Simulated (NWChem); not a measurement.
Species: GeI cation, singlet

Computed with NWChem. Low-valent species are run as closed-shell singlets; no triplet was tried in these runs. def2 effective core potentials on I; no spin-orbit coupling. Each level has its own optimisation; frequencies are unscaled.

```tsv
level	r Ge–I (Å)	highest harmonic frequency (cm⁻¹)	zero-point energy (kcal/mol)
BLYP/def2-SVP (core potentials)	2.458	279	0.4
Hartree-Fock/STO-3G (all-electron, non-relativistic)	2.396	342	0.5
PBE0/def2-SVP (core potentials)	2.406	307	0.4
```
